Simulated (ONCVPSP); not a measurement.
Which change was made? (V, ONCV)

V, optimised norm-conserving Vanderbilt (ONCV), made with ONCVPSP 4.0.1 (PBE, fully relativistic). Core [Ne], reference 3s2 3p6 3d3 4s2. Waves: 3s+4s: rc 1.35 bohr, ncon 3, nbas 7, qcut 7.4 1/bohr, 3 projectors, debl 0.6 Ha; 3p: rc 1.60 bohr, ncon 4, nbas 9, qcut 10.7 1/bohr, 1 projector; 3d: rc 1.60 bohr, ncon 3, nbas 7, qcut 10.7 1/bohr, 2 projectors, debl 3 Ha. Local part: polynomial inside 0.90 bohr (lpopt 2, dvloc0 4 Ha). Core correction: Teter function fitted to the true core (icmod 2), fcfact 0.3.

Open shells are filled in proportion to 2j + 1.

Cutoffs, loose and tight: the cutoffs (Ha) at which the residual kinetic energy of the hardest occupied pseudo-wave falls to 1 and 0.1 mHa per electron. They do not see the model core or the augmentation charge, which bear on the density cutoff. Test errors are all-electron minus pseudo excitation energies from the reference, over the configurations 3s2 3p6 3d3 4s1; 3s2 3p6 3d3 4s0; 3s2 3p6 3d2 4s0; 3s1 3p6 3d3 4s2; variants that change the core or the reference have their own tests.

The base gives: outcome: generated; cutoff, loose: 39 Ha; cutoff, tight: 45 Ha; bound ghosts: s; GHOST(+) flags above zero: s; largest test error (meV): -154.

Question: After one change the result is: outcome: generated; cutoff, loose: 39 Ha; cutoff, tight: 45 Ha; bound ghosts: s; GHOST(+) flags above zero: s; largest test error (meV): +32. Which change was it?
A. s: rc 0.94
B. all radii but the core radius scaled by about 1.09 (s 1.46, p 1.74, d 1.74 bohr); local potential polynomial inside 0.98 bohr (lpopt 2, dvloc0 4 Ha)
C. local potential polynomial inside 0.90 bohr (lpopt 2, dvloc0 8 Ha)
D. reference 3s2 3p6 3d3 4s1.5 4p0.5; wave 3p: rc 1.60 bohr, ncon 4, nbas 9, qcut 10.7 1/bohr, 1 projector becomes 3p+4p: rc 1.60 bohr, ncon 4, nbas 9, qcut 10.7 1/bohr, 2 projectors

Answer: D. The others give: s: rc 0.94 → outcome: generated; cutoff, loose: 114 Ha; cutoff, tight: 211 Ha; bound ghosts: s; GHOST(+) flags above zero: none; largest test error (meV): -44 | all radii but the core radius scaled by about 1.09 (s 1.46, p 1.74, d 1.74 bohr); local potential polynomial inside 0.98 bohr (lpopt 2, dvloc0 4 Ha) → outcome: generated; cutoff, loose: 36 Ha; cutoff, tight: 42 Ha; bound ghosts: none; GHOST(+) flags above zero: none; largest test error (meV): -224 | local potential polynomial inside 0.90 bohr (lpopt 2, dvloc0 8 Ha) → outcome: generated; cutoff, loose: 39 Ha; cutoff, tight: 45 Ha; bound ghosts: none; GHOST(+) flags above zero: none; largest test error (meV): -156.
